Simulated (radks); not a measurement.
Task: The mean radii <r> (bohr) of the occupied orbitals of an atom or ion are listed with their occupations. All-electron calculation, non-relativistic Kohn-Sham, PBE, spin-polarised, spherical densities, point nucleus. Program: a radial shooting solver on a logarithmic mesh with Libxc functionals.

| orbital | occ. | <r> |
|---|---|---|
| 1s up | 1 | 0.02298 |
| 1s down | 1 | 0.02298 |
| 2s up | 1 | 0.09766 |
| 2s down | 1 | 0.09766 |
| 2p up | 3 | 0.08278 |
| 2p down | 3 | 0.08278 |
| 3s up | 1 | 0.2513 |
| 3s down | 1 | 0.2510 |
| 3p up | 3 | 0.2411 |
| 3p down | 3 | 0.2408 |
| 3d up | 5 | 0.2134 |
| 3d down | 5 | 0.2131 |
| 4s up | 1 | 0.5640 |
| 4s down | 1 | 0.5644 |
| 4p up | 3 | 0.5758 |
| 4p down | 3 | 0.5763 |
| 4d up | 5 | 0.6047 |
| 4d down | 5 | 0.6062 |
| 5s up | 1 | 1.326 |
| 5s down | 1 | 1.342 |
| 5p up | 3 | 1.460 |
| 5p down | 3 | 1.479 |
| 4f up | 7 | 0.7307 |
| 4f down | 1 | 0.7491 |
| 6s up | 1 | 3.057 |

Name the element and its charge. Open shells, if any, are filled with parallel spins first.

Result: Z = 66, dysprosium, charge +3: Dy3+ in [Xe] 4f8 6s1. The 1s radius gives Z: for a bare nucleus <r> = 1.5/Z, 0.02273 bohr for Z = 66, and screening makes it slightly larger (0.02298 here). The occupations add up to 63, and the charge is Z minus that.
